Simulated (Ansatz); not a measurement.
# Reading a saddle point

A first-order saddle point of CH$_{5}$GaO, singlet, PBE0-D4/def2-TZVP, with one imaginary mode of 1414i cm⁻¹:

Ga1  (-0.610, -0.467, -0.635)
O2  (0.989, 0.151, -1.696)
H3  (0.059, -0.828, -2.092)
C4  (-0.602, 0.211, 1.219)
H5  (1.900, -0.109, -1.504)
H6  (-1.550, 0.049, 1.733)
H7  (-0.380, 1.281, 1.195)
H8  (0.193, -0.289, 1.781)
(Å)

Program: Ansatz 0.2.0. Basis: def2-TZVPP and def2-QZVPP. Cores are frozen in the correlated methods. Filled d shells of the heavier atoms are correlated. The def2 sets are not built for correlating such inner shells, so the correlated values are less sure here. Extrapolation: Hartree–Fock as exp(−7.88 √X), correlation as X^−2.97.

Question: Which contacts change along the imaginary mode, and what lies on either side? (A judgement: the text doesn't fix the answer.)

Answer: Computed: The step is CH₅GaO ([CH3][GaH][OH]) → CH₃Ga ([CH3][Ga]) + H₂O, with the molecules in contact on both sides. Shortening one way: O2–H3; lengthening the same way: Ga1–O2, Ga1–H3.
| pair | one side (Å) | saddle (Å) | other side (Å) |
| --- | --- | --- | --- |
| O2–H3 | 2.86 | 1.41 | 0.96 |
| Ga1–O2 | 1.79 | 2.02 | 2.42 |
| Ga1–H3 | 1.57 | 1.64 | 3.00 |

Question: Which side is lower, and how far does the saddle lie above each? (Judge from chemistry; the value comes from the calculation.)

Answer: By the calculation: The side with Ga1–O2, Ga1–H3 short is lower by 25.55 kcal/mol; the saddle lies 60.60 kcal/mol above it and 35.05 kcal/mol above the other (CCSD(T) at an estimated basis limit (MP2 extrapolated from triple and quadruple zeta, plus CCSD(T) − MP2 in triple zeta); electronic energies).

No T1 diagnostic of these runs exceeds 0.017. The restricted Hartree–Fock reference is unstable towards an unrestricted one at one or more of these structures.

Labels in which every atom is bracketed show which atoms are joined, not bond orders.

For scale, one of the runs: CCSD(T)/def2-TZVPP, 180 basis functions, launched by `ansatz run in.yaml --threads 2 --pin off --events-out ev --progress --plain --max-ram 4352MiB`. The run took 20 s on 2 CPU threads of an Intel Xeon 6975P-C (shared host), with 1.9 GiB of host memory at its peak.
